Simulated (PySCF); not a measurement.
Computed with PySCF 2.14.0 with TPSSh-D3(BJ)/def2-TZVP // PBE0-D3(BJ)/def2-SVP. All species are isolated molecules in the gas phase. One relaxed conformer stands for a flexible species; it need not be the lowest. Delta-SCF ions had no search for a lower state. Excitations are Tamm–Dancoff values on a coarser integration grid. The basis has no diffuse functions, so Rydberg states are missing or too high.

Reference species (SMILES): `[F][Sn]([F])([F])[F]` (neutral, multiplicity 1).

| Quantity | Result |
|---|---|
| S1 excitation (TDA) | 6.15 eV |
| vertical ionisation energy (Delta-SCF) | 14.13 eV |
| S1 oscillator strength | 0.000 |

Changed species: `[O](C)[Sn]([O]C)([F])[O]C` (3 of 4 F replaced by OCH3; the reference has 0 of 4 F replaced by OCH3).

Q: Predict the effect on the S1 excitation (TDA), vertical ionisation energy (Delta-SCF) and S1 oscillator strength.

A: the S1 excitation (TDA) decreases by 1.76 eV, to 4.39 eV; the vertical ionisation energy (Delta-SCF) decreases by 4.53 eV, to 9.60 eV; the S1 oscillator strength is nearly the same.
